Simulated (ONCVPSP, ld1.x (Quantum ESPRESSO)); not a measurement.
# Potentials for oxygen compared

Generated with ld1.x 7.5 (TM, RRKJ, ultrasoft, PAW), atompaw 4.2 or ONCVPSP 4.0.1. The cutoff is in Ry: for ld1.x and atompaw files where the sum of valence levels is converged to 10 mRy in a Bessel basis, for ONCV files where the hardest occupied wave has 1 mHa per electron of residual kinetic energy. The error is the largest all-electron minus pseudo excitation energy over each file’s own four to seven test configurations (ionisations up to +4, promotions, holes and added fractions of an electron), all of which were solved. The labels leave out finer settings (local radius, basis sizes, second energies), which also bear on the numbers. Spin-polarised tests are not counted. The rows are a selection from randomly drawn settings: files with unsolved tests, undetermined cutoffs or missed reference levels are left out.

A true bound ghost makes a file unfit for plane-wave use even where its test errors are small: the radial tests pick states by their node count and pass the ghost by.

| potential | cutoff (Ry) | largest error (meV) | bound ghosts |
| --- | --- | --- | --- |
| TM, PBE, scalar-relativistic, rc 0.80/1.60 (sp), local smoothed, core correction no, reference 2s2 2p4 | 80 | +2947 | none |
| ONCV, PBE, scalar-relativistic, rc 0.95/1.00/1.05 (spd), local smoothed, core correction yes, reference 2s2 2p4, qcut 8.7/6.5/9, projectors 3/2/3 | 373 | +449 | s, d |
| TM, PBE, scalar-relativistic, rc 0.85/1.45/1.35 (spd), local smoothed, core correction no, reference 2s2 2p4 | 80 | +2149 | none |
| ONCV, LDA (Perdew-Wang 92), non-relativistic, rc 0.65/2.00 (sp), local smoothed, core correction no, reference 2s2 2p4, qcut 10/6.1, projectors 2/2 | 639 | +3837 | s |
| ONCV, LDA (Perdew-Zunger), scalar-relativistic, rc 0.80/2.15/1.85 (spd), local smoothed, core correction yes, reference 2s1 2p5, qcut 7.6/5.2/5.9, projectors 2/3/3 | 162 | +2267 | none |
| PAW, BLYP, scalar-relativistic, rc 0.70/1.25/1.10 (spd), local smoothed, core correction yes, reference 2s2 2p4 | 70 | -42 | s |

Task: Fill in the row for O: ONCV, PBEsol, scalar-relativistic, rc 0.75/1.45/1.25 (spd), local smoothed, core correction yes, reference 2s2 2p4, qcut 7.3/8.2/7.7, projectors 2/2/2.

Result: cutoff 247 Ry, largest error +669 meV, bound ghosts: none.

Task: Fill in the row for O: ONCV, PBE, scalar-relativistic, rc 0.85/1.40 (sp), local smoothed, core correction yes, reference 2s1.75 2p4.25, qcut 6.3/10.5, projectors 1/1.

Result: cutoff 269 Ry, largest error +1910 meV, bound ghosts: none.
